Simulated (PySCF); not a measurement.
ErOCl at several levels of theory

Computed with PySCF 2.14.0 (density fitting, no spin-orbit coupling) at the geometry relaxed with PBE0:

```xyz
3
ErOCl (singlet in the valence; each metal's 4f electrons, 11 of them, lie in its core potential, out of spins and levels)
Er    0.2354    0.0000   -0.3767
O     1.7360    0.0000    0.6156
Cl   -1.9167    0.0000    0.8772
```

```tsv
level	basis	state	HOMO (eV)	gap (eV)	charge on Er1 (e)	population of f-type functions on Er1 (polarisation alone where 4f lies in the core)	dipole about the centre of mass (D)	largest force component (eV/Å)
PBE0	Er lcecp-1-SVP with ECP57, O def2-SVP, Cl def2-SVP	singlet	-7.03	4.34	0.80	0.07	7.41	0.02
TPSSh	the same	singlet	-6.18	3.30	0.80	0.06	7.30	0.56
PBE0	Er lcecp-1-TZVP with ECP57, O def2-TZVP, Cl def2-TZVP	singlet	-7.01	4.34	1.23	0.06	7.64	0.12
```

In the lcecp rows the 4f levels are missing from HOMO and gap, and the state counts the valence alone.

Charges are Mulliken's, which hang on the basis. The relaxation used the grid (50, 194), these runs (75, 302) or, all-electron (x2c bases, spin-free X2C Hamiltonian), (99, 590).

Q: What does revPBE with Er lcecp-1-SVP with ECP57, O def2-SVP, Cl def2-SVP give here?

A: state singlet, HOMO (eV) -5.55, gap (eV) 2.32, charge on Er1 (e) 0.68, population of f-type functions on Er1 (polarisation alone where 4f lies in the core) 0.06, dipole about the centre of mass (D) 6.88, largest force component (eV/Å) 0.77. Time: 1.7 s on 2 threads of Arm Neoverse V2 (shared host), from an already converged density.

In the first row's basis the gap widens with exact exchange: 2.3 eV for revPBE (none); 3.3 to 4.3 eV for TPSSh, PBE0 (a fixed share).

An lcecp potential fixes the number of 4f electrons, so in runs with it no electron can move into or out of that shell.
